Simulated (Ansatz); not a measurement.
`S[CH2][ZnH]` + CH₃OH → `CO[CH2][ZnH]` + H₂S at 298.15 K and 1 bar (substitution at a C–S bond).

Calculated with Ansatz (gas phase, PBE0-D4/def2-TZVP geometries, no zero-point term in ΔE). CCSD(T)/CBS adds triple-zeta CCSD(T) − MP2 to the extrapolated MP2 energy (def2 sets, frozen cores). This one scheme is used for every species. For Zn outer-core shells are correlated without core-valence functions, which leaves a few kJ/mol of doubt a bond. Scalar relativity is left out up to krypton. One conformer a species, not always the lowest.

```tsv
species	CCSD(T)/CBS energy (Eh)	H − E (kJ/mol)	S (J/(mol·K))
`S[CH2][ZnH]`	-2216.58625	126.5	311.1
CH₃OH	-115.61712	146.3	238.2
`CO[CH2][ZnH]`	-1933.21491	215.4	325.6
H₂S	-398.97279	49.9	205.7
```

H − E and S are ideal-gas, rigid-rotor, harmonic terms from PBE0-D4/def2-TZVP, for one conformer and one mirror image of each species. 1 Eh = 2625.50 kJ/mol, R = 8.31446 J/(mol·K).

Task: By hand: ΔE, ΔH, ΔS and ΔG.

Result: ΔE = (-1933.21491) + (-398.97279) − (-2216.58625) − (-115.61712) = 0.01567 Eh = 41.1 kJ/mol. Δ(H − E) = 215.4 + 49.9 − 126.5 − 146.3 = -7.5, so ΔH = 33.6 kJ/mol. ΔS = 325.6 + 205.7 − 311.1 − 238.2 = -18.0 J/(mol·K). ΔG = 33.6 − 298.15 × (-18.0)/1000 = 39.0 kJ/mol.

Task: By hand: the equilibrium constant, and the temperature at which ΔG would vanish if ΔH and ΔS stayed fixed.

Result: log₁₀ K = −ΔG/(RT ln 10) = -6.8. ΔH and −TΔS have one sign here, so there is no such temperature.

ΔH outweighs TΔS. A doubt of 5 kJ/mol in ΔE shifts log₁₀ K by 0.9 here. Other conformers and mirror images would add mixing entropy, several J/(mol·K) or more a flexible species. These are equilibria of isolated gas molecules and say nothing of rates. Largest T1 diagnostic: 0.014 (customary marks: 0.02 for closed shells, 0.045 for open ones).
